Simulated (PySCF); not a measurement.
# Electric field gradients and quadrupole coupling constants

Compound: C₇H₁₁ClO₂.
Atom-mapped SMILES: `[CH2:1]=[CH:2][C@@:3]([CH3:4])([CH2:5][O:6][CH3:7])[C:8](=[O:9])[Cl:10]` (hydrogens: H11, H12 on C1; H13 on C2; H14, H15, H16 on C4; H17, H18 on C5; H19, H20, H21 on C7)

Cartesian coordinates in Å at the GFN2-xTB level; atoms count from 1:
```
atom  x, y, z in Å
C1    -2.1528    0.4389   -1.3135
C2    -1.1293    0.9258   -0.6407
C3    -0.4519    0.2850    0.5495
C4    -1.0107   -1.0956    0.9046
C5     1.0568    0.1726    0.2557
O6     1.2359   -0.6668   -0.8571
C7     2.5866   -0.8304   -1.2018
C8    -0.6251    1.2124    1.7274
O9     0.2172    1.7599    2.3572
Cl10  -2.3222    1.4725    2.1309
H11   -2.5577    0.9670   -2.1595
H12   -2.6273   -0.4936   -1.0665
H13   -0.6862    1.8687   -0.9348
H14   -0.5030   -1.4836    1.7851
H15   -2.0756   -1.0431    1.1095
H16   -0.8267   -1.7652    0.0696
H17    1.5766   -0.2354    1.1366
H18    1.4736    1.1720    0.0553
H19    2.6069   -1.4877   -2.0682
H20    3.1543   -1.2856   -0.3807
H21    3.0518    0.1290   -1.4591
```

Field gradients from the PBE0/pcSseg-1 density (PySCF, non-relativistic), principal values in atomic units, ordered |Vxx| ≤ |Vyy| ≤ |Vzz|:

```json
{"atom": "O6", "Vxx": "0.0433", "Vyy": "2.0162", "Vzz": "-2.0594"}
{"atom": "O9", "Vxx": "0.4175", "Vyy": "1.2181", "Vzz": "-1.6356"}
{"atom": "Cl10", "Vxx": "-1.1361", "Vyy": "-2.1231", "Vzz": "3.2592"}
```

Task: Find the asymmetry η = (Vxx − Vyy)/Vzz and the couplings χ = eQV/h (234.96 MHz × Q in barn × V in au), with Q(17O) = −0.0256 b, Q(35Cl) = −0.0817 b.

Result: 
```csv
atom,environment,nucleus,η,χzz (MHz),χxx (MHz),χyy (MHz)
O6,ether oxygen,17O,0.96,12.39,-0.26,-12.13
O9,carbonyl oxygen,17O,0.49,9.84,-2.51,-7.33
Cl10,chlorine bonded to C,35Cl,0.30,-62.57,21.81,40.76
```

At O6 η is above 0.9: Vyy and Vzz are nearly equal in size and opposite in sign, so a small change could swap them and flip the sign of χzz. 

Task: What is Vzz at Cl10 in SI units (1 au = 9.71736 × 10²¹ V/m²)?

Result: 3.2592 au = 31.671 × 10²¹ V/m².

Task: And the gradient at the other heavy atoms, for which no coupling is worked out here?

Result: 
```json
{"atom": "C1", "environment": "terminal =CH2 carbon", "Vzz (au)": "0.326", "η": "0.35"}
{"atom": "C2", "environment": "alkene CH carbon", "Vzz (au)": "0.263", "η": "0.93"}
{"atom": "C3", "environment": "sp3 carbon next to a carbonyl", "Vzz (au)": "0.110", "η": "0.29"}
{"atom": "C4", "environment": "methyl carbon", "Vzz (au)": "0.139", "η": "0.28"}
{"atom": "C5", "environment": "sp3 carbon bound to oxygen", "Vzz (au)": "0.322", "η": "0.38"}
{"atom": "C7", "environment": "methoxy carbon", "Vzz (au)": "0.381", "η": "0.10"}
{"atom": "C8", "environment": "acyl halide carbon", "Vzz (au)": "-0.486", "η": "0.62"}
```

Were the hydrogens deuterons (Q(2H) = 0.00286 b), χzz would run from 187 kHz (H18 and H17) to 228 kHz (H12).

Geometry: GFN2-xTB, one conformer, isolated molecule. GFN2-xTB bond lengths can be off by several hundredths of an ångström, more for odd bonds, and the gradients follow them. These gradients aren't converged with respect to the basis.

The run behind these numbers computed NMR shieldings as well. The run took about 2.7 min of CPU time (one thread, shared machine).
